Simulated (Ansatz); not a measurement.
Geometry optimisation, RHF/def2-SVP in Ansatz.

Input file:

```yaml
crystal:
  periodic: [false, false, false]
  atoms:
    - { symbol: B, position_ang: [0.0, 0.0, 0.0] }
    - { symbol: "N", position_ang: [0.0, 0.0, 1.9] }
    - { symbol: H, position_ang: [-0.877, -0.2713, 2.43] }
    - { symbol: H, position_ang: [0.877, 0.2713, 2.43] }
    - { symbol: C, position_ang: [1.3856, 0.0, -0.8] }
    - { symbol: H, position_ang: [1.7152, -1.0462, -0.9702] }
    - { symbol: H, position_ang: [1.2491, 0.508, -1.7774] }
    - { symbol: H, position_ang: [2.1552, 0.5381, -0.2082] }
    - { symbol: F, position_ang: [-1.1431, 0.0, -0.66] }
    - { symbol: Br, position_ang: [-0.2927, 2.2013, 0.7379] }
    - { symbol: H, position_ang: [-0.1505, 1.1322, 1.8085] }
basis:
  gaussian: { orbitals: def2-SVP }
hamiltonian:
  xc: hf
relax:
  f_tol: 0.15
  max_steps: 25
  restrain:
    - { distance: [0, 9], at: 2.04, k: 30.0 }
    - { distance: [10, 1], at: 1.06, k: 30.0 }
    - { distance: [0, 1], at: 2.75, k: 30.0 }
    - { distance: [10, 9], at: 2.75, k: 30.0 }
output:
  orbitals: {}
```

Run as:

```bash
$ ansatz run input.yaml --threads 2 --pin off --max-ram 3072MiB --backend cpu --events-out ev --progress --plain --runs-dir out
```

Where does it end, and by what steps?

It converged. The restraints hold the end off the free minimum. After 8 steps the energy has fallen by 3.693 eV (the restraints' own energy left out); Br10 moved furthest, 0.78 Å. Parted: Br10–H11 (1.52 → 2.76 Å).

| step | energy less start (eV) | largest force component (eV/Å) | accepted |
| --- | --- | --- | --- |
| 0 | 0.0000 | 6.501 | yes |
| 1 | -1.2096 | 3.231 | yes |
| 2 | -1.5683 | 3.432 | yes |
| 3 | -2.0788 | 3.271 | yes |
| 4 | -3.1081 | 2.337 | yes |
| 5 | -3.3808 | 4.886 | yes |
| 6 | -3.6106 | 1.836 | yes |
| 7 | -3.6839 | 1.034 | yes |
| 8 | -3.6925 | 1.056 | yes |

```xyz
11
Properties=species:S:1:pos:R:3
B -0.061 0.592 -0.480
N 0.034 0.016 2.199
H -0.671 -0.577 2.603
H 0.883 -0.113 2.722
C 1.370 0.092 -0.867
H 1.458 -0.986 -0.722
H 1.529 0.305 -1.930
H 2.153 0.602 -0.309
F -1.145 -0.107 -0.677
Br -0.370 2.518 0.029
H -0.262 0.992 2.323
```

Run time: 44 s on 2 threads of Intel(R) Xeon(R) Platinum 8259CL CPU @ 2.50GHz (Skylake/Cascade Lake), on a shared host, peak memory 0.29 GiB.
